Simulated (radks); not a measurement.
Results of a calculation; reference values are marked as such.
Fractional charge and spin in the 3s shell of aluminium: the spin-up occupation runs from 0 to 1 and the spin-down occupation from 0 to 1; the fullest corner is Al, [Ne] 3p(up 0.5, down 0.5) 3s(up 1, down 1). Code: a radial shooting solver on a logarithmic mesh with Libxc functionals. Model: scalar-relativistic Kohn-Sham, BLYP, spin-polarised, spherical densities, point nucleus. Energy (eV) minus the two flat planes that join the four corners (they meet along the diagonal where the two added fractions sum to one electron); zero is where a piecewise linear energy would lie.

down \ up       0     0.5       1
0           0.000  -1.071   0.000
0.5        -1.071   0.269  -0.919
1           0.000  -0.919   0.000

Corners above the fullest one (they belong to Al+ and the next ion): (up 1, down 0) 11.198 eV, (up 0, down 1) 11.198 eV, (up 0, down 0) 31.454 eV. With half an added electron in each spin the energy lies 0.269 eV from the planes, and with half an added electron in spin up alone -1.071 eV. The planes are only a guide here: the flat-plane condition holds for ground states with one frontier orbital, while this shell lies below other occupied shells, so the corners above the fullest one are inner-hole states and not the ground states of those ions.
